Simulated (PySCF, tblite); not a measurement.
Isomers of C5H10O2. Level: GFN2-xTB in tblite, geometry and Hessian alike; calculated harmonic values, unscaled, isolated species. Against measured fundamentals such values can be off by several per cent, at times by over 20. One conformer each.

Electronic energies: PBE0-D3(BJ)/def2-SVP at its own geometries (PySCF, gas phase).

```json
{"SMILES": "CCCCOC=O", "electronic energy, lowest = 0 (kJ/mol)": "22.6"}
{"SMILES": "CCCC(=O)OC", "electronic energy, lowest = 0 (kJ/mol)": "0.0"}
{"SMILES": "CC(C)COC=O", "electronic energy, lowest = 0 (kJ/mol)": "15.7"}
```

Q: How do GFN2-xTB zero-point energies change the relative energies?

A: 
| SMILES | ZPE (kJ/mol) | of it from modes above 1550 cm⁻¹ | electronic (kJ/mol) | with ZPE, lowest = 0 (kJ/mol) | lowest mode (cm⁻¹) | rings |
| --- | --- | --- | --- | --- | --- | --- |
| CCCC(=O)OC | 376.9 | 190.6 | 0.0 | 0.0 | 21 | 0 |
| CC(C)COC=O | 378.1 | 189.7 | 15.7 | 16.8 | 43 | 0 |
| CCCCOC=O | 378.2 | 188.7 | 22.6 | 23.8 | 10i | 0 |

The zero-point energies span 1.3 kJ/mol, from `CCCC(=O)OC` to `CCCCOC=O`. Slightly imaginary modes are left out of the zero-point energy: `CCCCOC=O` 10.2i cm⁻¹. The order is unchanged.

Q: And how do the electronic energies of GFN2-xTB itself compare?

A: `CCCC(=O)OC` 0.0; `CC(C)COC=O` 13.5; `CCCCOC=O` 23.4 kJ/mol, lowest = 0. Against the energies above, taken from the same isomer `CCCC(=O)OC`, the largest difference is 2.2 kJ/mol. The two levels were optimised apart and needn't hold the same conformer.
